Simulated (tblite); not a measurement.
Species: C₃H₇FOSi.
SMILES with atom numbers: `[CH3:1][Si@@H:2]1[O:3][CH2:4][C@@H:5]1[F:6]` (hydrogens: H7, H8, H9 on C1; H10 on Si2; H11, H12 on C4; H13 on C5)

Calculated harmonic vibrations of the isolated species, GFN2-xTB (tblite), most abundant isotopes, no scaling. Errors from tens to a few hundred cm⁻¹ against measured bands are possible. Modes of hydrogen on silicon can be 10 to 20 % off.

Harmonic wavenumbers (cm⁻¹): 91.3, 103.1, 109.7, 206.4, 316.8, 395.5, 527.4, 573.5, 647.7, 669.6, 761.6, 818.6, 825.8, 863.8, 896.0, 1017.5, 1043.8, 1089.5, 1125.9, 1160.6, 1263.8, 1301.5, 1364.3, 1457.5, 1464.6, 1467.3, 2286.8, 2964.2, 2980.2, 2987.2, 3028.5, 3044.5, 3059.6.

A = 3873, B = 2666, C = 1893 MHz; mass 106.025 u (most abundant isotopes); point group C1, symmetry number 1.

Question: Zero-point energy?

Answer: ½Σν̃ = 20957 cm⁻¹ = 59.92 kcal/mol.

Question: Entropy at 400 K, 1 bar (ideal gas, RRHO, classical rotation)?

Answer: Translation 41.38, rotation 28.08, vibration 24.76: S = 94.2 cal/(mol K).

Question: And Cp and H(400 K) − H(0)?

Answer: Cp = 34.91 cal/(mol K), of which vibrations give 26.96 (their classical limit is 33 R = 65.6); H(400 K) − H(0) = 8.49 kcal/mol without the zero-point energy, 5.31 from vibrations.

Question: Which modes carry the vibrational entropy at 400 K?

Answer: 91.3 cm⁻¹: 4.21; 103.1 cm⁻¹: 3.97; 109.7 cm⁻¹: 3.85; 206.4 cm⁻¹: 2.62; 316.8 cm⁻¹: 1.83; 395.5 cm⁻¹: 1.45 cal/(mol K); the other 27 give 6.83 together.

Question: Blend soft modes into free rotors: weight 1/[1 + (100 cm⁻¹/ν̃)⁴] for the oscillator and the rest for a rotor with moment μB/(μ + B), μ = h/(8π²ν), B = 10⁻⁴⁴ kg m². What vibrational entropy results?

Answer: 23.45 cal/(mol K) in place of 24.76, which changes −T·S at 400 K by +0.52 kcal/mol.

Question: What must be added to the electronic energy to get the Gibbs energy at 400 K and 1 bar?

Answer: ZPE + [H(400 K) − H(0)] − T·S = 59.92 + 8.49 − 37.68 = 30.73 kcal/mol.

Question: How do the functions run with temperature in this model?

Answer: 
| T (K) | S (cal/(mol K)) | Cp (cal/(mol K)) | H − H(0) (kcal/mol) | G − H(0) (kcal/mol) | ln q(vib) |
| --- | --- | --- | --- | --- | --- |
| 50 | 54.3 | 11.2 | 0.45 | -2.27 | 0.17 |
| 100 | 63.3 | 14.7 | 1.11 | -5.22 | 0.87 |
| 298.15 | 85.0 | 28.0 | 5.28 | -20.06 | 4.08 |
| 373.15 | 91.8 | 33.2 | 7.58 | -26.69 | 5.33 |
| 500 | 102.6 | 40.5 | 12.27 | -39.04 | 7.45 |
| 750 | 121.1 | 50.4 | 23.74 | -67.08 | 11.54 |
| 1000 | 136.5 | 56.7 | 37.19 | -99.33 | 15.37 |

q(vib) and H(0) count from the zero-point level.

Hindered rotation and anharmonicity are outside this model. The structure is chiral; the term R ln 2 for an equal mix with its mirror image is left out.
